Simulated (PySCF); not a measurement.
Compound: 1,2-dihydro-3-methylnaphthalene, C11H12.
SMILES: `CC1=Cc2ccccc2CC1`

The closed-shell ground state was solved at several levels (PySCF, density fitting, gas phase, non-relativistic). Geometry: PBE0-D3(BJ)/def2-SVP, one conformer, isolated molecule.

| level | basis functions | HOMO (eV) | LUMO (eV) | gap (eV) | dipole (D) |
| --- | --- | --- | --- | --- | --- |
| CAM-B3LYP/pcSseg-1 | 247 | -7.17 | 0.32 | 7.49 | 1.05 |
| PBE0/def2-SVPD | 316 | -6.02 | -0.77 | 5.25 | 1.11 |
| B3LYP/pcJ-1 | 417 | -5.82 | -0.91 | 4.91 | 1.03 |

Q: Estimate the row for PBE0/pcSseg-1, a basis of 247 functions; the other rows only guide the guess.

A: HOMO -6.04 eV, LUMO -0.76 eV, gap 5.28 eV, dipole 1.10 D.

Q: Over all these levels, which gives the widest orbital gap and which the narrowest?

A: CAM-B3LYP/pcSseg-1 (range-separated hybrid) has the widest, 7.49 eV, and B3LYP/pcJ-1 (global hybrid, 20 % exact exchange) the narrowest, 4.91 eV. Functional and basis both differ between the two, so the spread mixes both effects.

Q: How far do the dipole and the HOMO energy spread over the levels?

A: The dipole runs from 1.03 to 1.11 D (mean 1.07 D) and the HOMO from -7.17 to -5.82 eV.
